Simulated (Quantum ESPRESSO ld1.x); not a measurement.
These are the eigenvalues of the occupied orbitals of an atom or ion with whole-number occupations (eV). All-electron calculation, non-relativistic Kohn-Sham, PBE, spin-unpolarised, spherical densities, point nucleus. Program: ld1.x of Quantum ESPRESSO 7.5.

1s: -73073.1
2s: -12194.2
2p: -11723.4
3s: -2853.80
3p: -2631.88
3d: -2217.87
4s: -601.831
4p: -506.095
4d: -330.116
4f: -94.4012
5s: -84.4948
5p: -54.2535
5d: -8.0684
6s: -4.1204

Which element is it, and in what charge state? The configuration may be excited.

Answer. Z = 79, gold, charge 0: Au in [Xe] 4f14 5d10 6s1. The list shows which subshells hold electrons but not how many an open one holds; the 1s level, -2685.4 hartree, gives Z - s = 73.3 by -(Z - s)^2/2, which with screening narrows Z to a few neighbours, and the depths of the outer levels then fix element, charge and occupations together.
